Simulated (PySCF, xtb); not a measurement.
C6H10, SMILES C=CCCC=C.

GFN2-xTB run with xtb at its own geometry gives an orbital gap of 5.32 eV and a dipole moment of 0.54 D.

Geometry optimised at B3LYP-D3(BJ)/def2-SVP. The values are those of a single conformer.

Task: What does PBE/def2-TZVP (PySCF) give? (Estimate from the structure and the level; the computed values follow.)

Result: gap 5.38 eV (levels -6.18 and -0.80 eV), dipole 0.57 D.
